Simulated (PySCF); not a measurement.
C7H17AlOSi.
SMILES with atom numbers: `[CH3:1][Si:2]([CH3:3])([CH3:4])[O:5][C@H:6]1[CH2:7][CH2:8][AlH:9][CH2:10]1`

Geometry (PBE0-D3(BJ)/def2-SVP, Å), atoms numbered from 1 in this order:
```xyz
27
C7H17AlOSi angstrom
C      1.611    1.924   -0.751
Si     1.723    0.302    0.189
C      2.207   -1.078   -0.989
C      2.935    0.429    1.605
O      0.250   -0.062    0.905
C     -0.972   -0.182    0.213
C     -1.715   -1.416    0.749
C     -3.117   -1.555    0.133
Al    -3.631    0.339   -0.030
C     -1.845    1.071    0.337
H      0.861    1.871   -1.557
H      1.328    2.751   -0.081
H      2.578    2.177   -1.216
H      3.180   -0.872   -1.465
H      1.465   -1.201   -1.795
H      2.286   -2.038   -0.455
H      3.953    0.646    1.242
H      2.640    1.233    2.297
H      2.968   -0.512    2.174
H     -0.780   -0.360   -0.869
H     -1.083   -2.306    0.591
H     -1.787   -1.283    1.844
H     -3.771   -2.220    0.718
H     -3.057   -2.009   -0.876
H     -5.019    1.053   -0.344
H     -1.818    1.391    1.399
H     -1.459    1.918   -0.250
```

Probes without a nucleus sit at each ring's centroid and 1 Å off its mean plane on both sides; NICS is minus the shielding there, NICSzz its component along the normal. Level: GIAO HF/pcSseg-1 (PySCF, non-relativistic, gas phase) on the PBE0-D3(BJ)/def2-SVP geometry, one conformer.

Ring bond lengths (Å): C6–C7 1.537, C7–C8 1.537, C8–Al9 1.969, Al9–C10 1.965, C10–C6 1.532.

Question: What do the NICS probes read (ppm)?

Answer: 
```json
{"ring": "C6–C7–C8–Al9–C10", "type": "5-membered ring with Al; formal bonds all single", "NICS(0)": "-4.0", "NICS(1), two faces": "-2.7 / -3.9", "NICS(1)zz, two faces": "0.5 / -1.0", "rms pucker (Å)": "0.18", "centre to ring atoms, mean (Å)": "1.42"}
```

Question: What can be read from them?

Answer: 
- C6–C7–C8–Al9–C10: mean NICS(1)zz -0.3 ppm, near zero. C6, C7, C8, C10 have four or more neighbours, and the NICS criterion for π rings isn't applied.

Question: What field does 1 T along the ring normal induce along that normal at the second NICS(1) probe listed for ring C6–C7–C8–Al9–C10, 1 Å off the ring?

Answer: NICSzz × B0 = -1.0 ppm × 1 T = -1 μT, against the applied field.

Question: List the ring angles.

Answer: 
- C6–C7–C8–Al9–C10: C6 110.6°, C7 112.0°, C8 100.6°, Al9 96.1°, C10 101.4°; sum 520.7° against 540° for a flat convex ring.

Question: How do the values depend on the level or the medium?

Answer: 
| level | NICS(0), C6–C7–C8–Al9–C10 | mean NICS(1)zz, C6–C7–C8–Al9–C10 |
| --- | --- | --- |
| HF/pcSseg-1, gas | -4.0 | -0.3 |
| PBE0/pcSseg-1, gas | -3.8 | -0.5 |

The geometry is the same throughout.
